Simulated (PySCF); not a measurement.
Bonds (- single, = double, # triple, : aromatic): B1-P2 1.973 Å, P2-B3 1.973 Å, B3-P4 1.973 Å, P4-B1 1.974 Å. B1 carries H5, H6; P2 carries H7, H8; B3 carries H9, H10; P4 carries H11, H12. Formal charges: B1 -1, P2 +1, B3 -1, P4 +1.

Geometry: PBE0-D3(BJ)/def2-SVP; GIAO shifts from PySCF 2.14, gas phase, non-relativistic, averaged over equivalent atoms.

At B3LYP/pcSseg-2 (270 basis functions, 30 s wall time on 1 thread of an Arm Neoverse V2, shared host):
```tsv
atoms	δ (ppm)
B1/B3	-33.9
P2/P4	-124.5
H7/H8/H11/H12	4.16
H5/H6/H9/H10	2.56
```

Referencing at the same level of theory: ¹¹B (σ = 96.39 ppm) vs BF3·OEt2; H3PO4 for ³¹P (σ = 283.32 ppm); ¹H (σ = 31.39 ppm) vs TMS.

Q: Predict the values at PBE0/pcSseg-2 on the same geometry.

A: 
```json
{"atoms": "B1/B3", "δ at PBE0/pcSseg-2": "-36.4", "change": "-2.5"}
{"atoms": "P2/P4", "δ at PBE0/pcSseg-2": "-137.5", "change": "-13.0"}
{"atoms": "H7/H8/H11/H12", "δ at PBE0/pcSseg-2": "4.21", "change": "+0.05"}
{"atoms": "H5/H6/H9/H10", "δ at PBE0/pcSseg-2": "2.58", "change": "+0.02"}
```

Chemical shifts δ = σref − σ; ¹¹B (99.07 ppm) vs BF3·OEt2; ³¹P (296.57 ppm) vs H3PO4; ¹H (31.25 ppm) against TMS, all at this level.

The largest change is at P2/P4 (phosphorus bonded to 2 B, 2 H, in a 4-membered ring). Cost: 270 basis functions, 23 s wall time on 1 thread of an Arm Neoverse V2, shared host.

Experimental scales use liquid or dissolved standards, which lie at an offset from isolated H3PO4.
